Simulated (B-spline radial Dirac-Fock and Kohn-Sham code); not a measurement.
The Xe atom: differential elastic cross section for electrons at 300 keV

Calculated with a radial atomic solver, using relativistic (Dirac) partial waves in the static field of the Dirac-Fock atom with Furness-McCarthy exchange, without polarisation or absorption potentials.

Input file task.json (cfg lists n, l and occupation; rrms is the nuclear radius in fm):

```json
{"items": [{
  "Z": 54,
  "q": 0,
  "cfg": [[1, 0, 2], [2, 0, 2], [2, 1, 6], [3, 0, 2], [3, 1, 6], [3, 2, 10], [4, 0, 2], [4, 1, 6], [4, 2, 10], [5, 0, 2], [5, 1, 6]],
  "A": 132,
  "rrms": 4.7859,
  "do": "elastic",
  "energies": [[300000, 0]],
  "theta": [0, 1, 2, 3, 5, 7, 10, 15, 20, 25, 30, 40, 50, 60, 70, 80, 90, 100, 110, 120, 130, 140, 150, 160, 170, 180]
}]}
```

Launch: `python xray2_run.py task.json out`

| θ (°) | dσ/dΩ (a₀²/sr) | Sherman function |
| --- | --- | --- |
| 0 | 987 | 0.000 |
| 1 | 63.0 | 0.000 |
| 2 | 8.76 | 0.000 |
| 3 | 2.30 | 0.000 |
| 5 | 0.412 | 0.000 |
| 7 | 0.123 | 0.001 |
| 10 | 0.0334 | 0.001 |
| 15 | 0.00746 | 0.001 |
| 20 | 0.00257 | 0.001 |
| 25 | 0.00113 | -0.001 |
| 30 | 0.000577 | -0.005 |
| 40 | 0.000203 | -0.017 |
| 50 | 9.11e-05 | -0.035 |
| 60 | 4.75e-05 | -0.059 |
| 70 | 2.74e-05 | -0.088 |
| 80 | 1.70e-05 | -0.121 |
| 90 | 1.11e-05 | -0.156 |
| 100 | 7.59e-06 | -0.191 |
| 110 | 5.37e-06 | -0.224 |
| 120 | 3.93e-06 | -0.251 |
| 130 | 2.97e-06 | -0.266 |
| 140 | 2.32e-06 | -0.264 |
| 150 | 1.89e-06 | -0.237 |
| 160 | 1.61e-06 | -0.182 |
| 170 | 1.46e-06 | -0.099 |
| 180 | 1.41e-06 | 0.000 |

Task: What integrated cross sections go with this distribution?

Result: The total elastic cross section is 0.338 a₀², the first transport cross section 0.000448 a₀² and the second, weighted with (3/2) sin²θ, 0.00116 a₀². The mean deflection is ⟨1 − cos θ⟩ = 0.00133, and 0.0087 % of the collisions scatter beyond 90°.
